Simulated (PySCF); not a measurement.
## Löwdin shares of the frontier orbitals

C₇H₇NO.
Bonds: C1–C2 (double), C2–C3, C3–C4 (aromatic), C4–N5 (aromatic), N5–C6 (aromatic), C6–C7 (aromatic), C7–C8 (aromatic), C8–O9, C3–C8 (aromatic). Hydrogens: H10, H11 on C1; H12 on C2; H13 on C4; H14 on C6; H15 on C7; H16 on O9.

Method used: TDDFT PBE0/def2-SVPD, vertical, gas phase, core orbitals frozen in the response in PySCF. One conformer (not necessarily the lowest) at the GFN2-xTB geometry, without solvent, vibrations or thermal averaging. Torsions of this conformer, `[CH2:1]=[CH:2][c:3]1[cH:4][n:5][cH:6][cH:7][c:8]1[OH:9]`: C1–C2–C3–C4 -33°, H–O9–C8–C7 178°.

Frontier orbitals with the atoms that hold most of them (Löwdin shares over 4%, at most four atoms; ? is withheld):

```
orbital  ε (eV)                             atoms
 LUMO+2    0.30  O9 29%, H16 18%, H12 14%, C2 11%
 LUMO+1   -0.45    C8 21%, N5 19%, C4 18%, C7 13%
   LUMO       ?                                 ?
   HOMO   -7.03                                 ?
 HOMO-1   -7.37     N5 59%, C4 10%, C6 10%, C3 5%
 HOMO-2   -7.58    C7 29%, C4 14%, N5 14%, O9 12%
 HOMO-3   -9.18     C2 30%, C1 22%, C3 15%, C6 6%
```

(1) Which atoms hold the LUMO, and with what shares?

(2) Give the leading atoms of the HOMO.

(3) What is the LUMO energy, and the HOMO–LUMO gap?

## Answers

(1) C1 (bonded to C and 2 H) 21%; C2 (bonded to 2 C and H) 16%; C6 (bonded to C, N and H) 12%; C3 (bonded to 3 C) 10%.

(2) C3 (bonded to 3 C) 19%; C1 (bonded to C and 2 H) 18%; C2 (bonded to 2 C and H) 12%; N5 (bonded to 2 C) 9%. By element: carbon 49% or more, nitrogen 9%.

(3) ε(LUMO) = -1.32 eV; the gap is 5.71 eV (0.2098 hartree).

Problem. The HOMO–LUMO gap is 5.71 eV. Where does the response calculation put the lowest singlet, and from which orbitals?

Solution. S1 is at 4.63 eV (f = 0.0024), 1.07 eV below the gap, made of HOMO-1→LUMO (91%). Its leading pair isn't HOMO and LUMO; the energies of that pair differ by 6.05 eV. Without the coupling terms of the response equations the lowest excitation would equal the gap.

Problem. One configuration dominates each of S1 and S3. Which, and how do the shares of the two leading atoms of either orbital change from the occupied to the empty one?

Solution. 
- S1 (4.63 eV, f 0.0024), HOMO-1→LUMO (91%): N5 59% → at most 11%, C4 10% → at most 11%, C1 at most 5% → 21%, C2 at most 5% → 16%
- S3 (5.23 eV, f 0.022), HOMO-1→LUMO+1 (83%): N5 59% → 19%, C4 10% → 18%, C8 at most 5% → 21%

Löwdin shares depend on the basis, the more so with diffuse functions.
